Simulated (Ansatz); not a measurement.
Stepwise reaction of `C[S][Ge][S]C` with methanol, as a gas-phase model of exchange steps in deposition or etching. ΔE in kJ/mol; ΔG adds harmonic PBE0-D4 terms to CCSD(T)/CBS, at 1 bar.

Program: Ansatz. Geometries: PBE0-D4/def2-TZVP. ΔE: electronic, gas phase. CCSD(T)/CBS is the MP2 limit (def2-TZVPP, def2-QZVPP) plus CCSD(T) − MP2 in def2-TZVPP, frozen cores. This one scheme is used for every species. DFT in def2-TZVPP. B3LYP here is the variant with VWN-RPA as its local correlation; programs differ in this. For Ge outer-core shells are correlated without core-valence functions, which leaves a few kJ/mol of doubt a bond. Scalar relativity is left out up to krypton. One conformer a species, not always the lowest.

| step | reaction | PBE-D4 | B3LYP-D4 | ωB97M-V | CCSD(T)/CBS | ΔG(600 K) |
| --- | --- | --- | --- | --- | --- | --- |
| 1 | `C[S][Ge][S]C` + CH₃OH → `C[O][Ge][S]C` + CH₃SH | 28.0 | 20.3 | 17.5 | 24.2 | 12.7 |

Question: Give the row of step 2, `C[O][Ge][S]C` + CH₃OH → `C[O][Ge][O]C` + CH₃SH. (Estimate.)

Answer: The calculation gave: 
```json
{"step": "2", "reaction": "`C[O][Ge][S]C` + CH₃OH → `C[O][Ge][O]C` + CH₃SH", "PBE-D4": "11.5", "B3LYP-D4": "3.2", "ωB97M-V": "-1.5", "CCSD(T)/CBS": "2.5", "ΔG(600 K)": "-7.8"}
```

Question: By hand: ΔE of the 2 steps together at CCSD(T)/CBS.

Answer: (24.2) + (2.5) = 26.7 kJ/mol, or 13.3 kJ/mol a step.

In ΔE each step is lower than the one before. ΔG lies between -7.8 and 12.7 kJ/mol a step. PBE-D4 differs from CCSD(T)/CBS by 3.8 to 9.0 kJ/mol a step. Isolated molecules leave out the surface, adducts and barriers. Largest T1 diagnostic: 0.015.
